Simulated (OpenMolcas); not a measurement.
## Ho3+ in a point-charge field

Ho3+ among 12 point charges of -0.5 e arranged as a cuboctahedron (Oh), 2.84 Å from the ion.

| Quantity | Value |
| --- | --- |
| Program | OpenMolcas 26.06 |
| Method | CASSCF |
| Basis | ANO-RCC-VDZP [7s6p4d2f1g] |
| Scalar Hamiltonian | DKH2, point nucleus |
| Active space | 10 electrons in 7 orbitals (4f) |
| State averaging | 2S+1 = 5 even, 35 roots (30 in the spin-orbit step); 2S+1 = 3 even, 106 roots kept (CI in the orbitals of an earlier block); 2S+1 = 1 even, 31 roots kept (CI in the orbitals of an earlier block) |
| Spin-orbit coupling | state interaction with AMFI integrals over the reference wave functions |

The lowest spin-free states (labels of O, the rotations of Oh), above the lowest:

| State | Degeneracy | E (cm-1) | Free-ion L (%) |
| --- | --- | --- | --- |
| 5T2 | 3 | 0.0 | I (100) |
| 5A1 | 1 | 6.6 | I (100) |
| 5T1 | 3 | 7.8 | I (100) |
| 5E | 2 | 16.2 | I (100) |
| 5T2 | 3 | 25.4 | I (100) |
| 5A2 | 1 | 34.8 | I (100) |
| 5A2 | 1 | 17778 | F (100) |
| 5T2 | 3 | 17780 | F (100) |
| 5A1 | 1 | 17786 | S (100) |
| 5T1 | 3 | 17794 | F (100) |
| 3A2 | 1 | 21179 | K (100) |
| 3T2 | 3 | 21180 | K (100) |
| 3T1 | 3 | 21181 | K (100) |
| 3E | 2 | 21181 | K (100) |
| 3T1 | 3 | 21183 | K (100) |
| 3T2 | 3 | 21184 | K (100) |
| 3T1 | 3 | 27078 | H (100) |
| 3E | 2 | 27078 | H (100) |
| 3T1 | 3 | 27090 | H (100) |
| 3T2 | 3 | 27092 | H (100) |

The lowest levels with spin-orbit coupling:

| E (cm-1) | Degeneracy | Label | 2S+1 | J | |mJ| (%) |
| --- | --- | --- | --- | --- | --- |
| 0.0 | 3 | T2 | 5 | 8.00 | 7 (31) |
| 2.4 | 2 | E | 5 | 8.00 | 6 (49) |
| 5.3 | 3 | T2 | 5 | 8.00 | 5 (57) |
| 6.8 | 3 | T1 | 5 | 8.00 | 4 (28) |
| 14.2 | 1 | A1 | 5 | 8.00 | 0 (52) |
| 18.8 | 3 | T1 | 5 | 8.00 | 3 (33) |
| 19.7 | 2 | E | 5 | 8.00 | 2 (49) |
| 5195 | 3 | T1 | 5 | 7.00 | 5 (55) |
| 5196 | 2 | E | 5 | 7.00 | 4 (50) |
| 5196 | 3 | T2 | 5 | 7.00 | 3 (43) |
| 5197 | 1 | A2 | 5 | 7.00 | 2 (54) |
| 5202 | 3 | T1 | 5 | 7.00 | 7 (34) |
| 5202 | 3 | T2 | 5 | 7.00 | 2 (33) |
| 8958 | 1 | A1 | 5 | 6.00 | 4 (87) |
| 8959 | 3 | T1 | 5 | 6.00 | 4 (33) |
| 8960 | 3 | T2 | 5 | 6.00 | 3 (34) |
| 8960 | 1 | A2 | 5 | 6.00 | 2 (69) |
| 8964 | 3 | T2 | 5 | 6.00 | 1 (51) |
| 8964 | 2 | E | 5 | 6.00 | 0 (44) |
| 11749 | 3 | T1 | 5 | 5.00 | 3 (60) |

Powder χT (cm3 K/mol): 11 at 2 K, 13.5 at 10 K, 13.9 at 50 K, 13.9 at 100 K, 13.9 at 200 K, 13.9 at 300 K. The effective moment at 300 K is 2.828 √(χT) = 10.55 μB.

Hund's rules give f10 the level 5I8 with g = 1.250, so an isolated free-ion multiplet has χT = g² J(J+1) / 8 = 14.062 cm3 K/mol. The computed 13.930 at 300 K differs by -1 %, through the field's splitting, the mixing of terms and any other multiplet in reach.

Stevens parameters of the J = 8 multiplet, which is 20 cm-1 wide (cm-1, z along the main axis): B40 = 2.797e-04, B44 = 1.399e-03, B60 = 1.392e-06, B64 = -2.922e-05.

High states are left out of the spin-orbit mixing, which shifts the levels that they would mix with. Point charges carry no covalency, so the field is a model and not that of real ligands. The first state left out of the spin-orbit step lies near 46000 cm-1 above the lowest spin-free state of the reference (among the parities and spins computed), and the lists stop at four fifths of that energy or lower. No measured value stands beside these numbers.
